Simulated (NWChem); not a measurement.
System meant: CuH2S2, doublet; SMILES [SH][Cu][SH]

Here is an NWChem input.

```
start job
memory heap 200 mb stack 900 mb global 1100 mb
geometry units angstroms noautoz
  Cu     0.000000     0.000000     0.056664
  S     -2.136293     0.001898     0.071056
  H     -2.259549     0.002078    -1.278010
  S      2.136293    -0.001898     0.071056
  H      2.259549    -0.002078    -1.278010
end
basis spherical
  Cu library def2-svp
  S library def2-svp
  H library def2-svp
end
dft
  odft
  mult 2
  xc b3lyp
  iterations 4
  mulliken
end
task dft energy
```

End of the output:

```
     --------------------------
     Expectation value of S2:
     --------------------------
      <S2> =      0.7525 (Exact =     0.7500)

 center of mass
 --------------
 x =  -0.00000000 y =   0.00000000 z =   0.04030421

 moments of inertia (a.u.)
 ------------------
          12.782720340454           0.000000000000           0.000000000000
           0.000000000000        1091.659070004400           0.000000000000
           0.000000000000           0.000000000000        1078.876349663946

     Multipole analysis of the density
     ---------------------------------

     L   x y z        total         alpha         beta         nuclear
     -   - - -        -----         -----         ----         -------
     0   0 0 0     -0.000000    -32.000000    -31.000000     63.000000

     1   1 0 0     -0.000000     -0.000000      0.000000      0.000000
     1   0 1 0     -0.000000     -0.000000     -0.000000      0.000000
     1   0 0 1      3.884617      1.903136      1.981480      0.000000

     2   2 0 0    -83.401754   -324.091177   -317.293576    557.982999
     2   1 1 0     -0.000000     -0.000000     -0.000000      0.000000
     2   1 0 1      0.000000      0.000000      0.000000      0.000000
     2   0 2 0    -35.659015    -18.391489    -17.267526      0.000000
     2   0 1 1      0.000000      0.000000      0.000000      0.000000
     2   0 0 2    -50.013670    -31.354859    -31.128596     12.469785

 ------------------------------------------------------------------------
 dft energy failed                                                                                  0
 ------------------------------------------------------------------------
 ------------------------------------------------------------------------
  current input line :
    22: task dft energy
 ------------------------------------------------------------------------
 ------------------------------------------------------------------------
 This type of error is most commonly associated with calculations not reaching convergence criteria
 ------------------------------------------------------------------------
 For more information see the NWChem manual at https://nwchemgit.github.io

0:dft energy failed:Received an Error in Communication
```

Task: Can this run be used? If not, why, and what is the fix?

Result: The run did not converge; its last values are not results. Cause: the SCF was allowed too few iterations. This input runs:
```
start job
memory heap 200 mb stack 900 mb global 1100 mb
geometry units angstroms noautoz
  Cu     0.000000     0.000000     0.056664
  S     -2.136293     0.001898     0.071056
  H     -2.259549     0.002078    -1.278010
  S      2.136293    -0.001898     0.071056
  H      2.259549    -0.002078    -1.278010
end
basis spherical
  Cu library def2-svp
  S library def2-svp
  H library def2-svp
end
dft
  odft
  mult 2
  xc b3lyp
  iterations 150
  mulliken
end
task dft energy
```
It converges to -2437.74010 Ha (B3LYP/def2-SVP, spin-unrestricted).
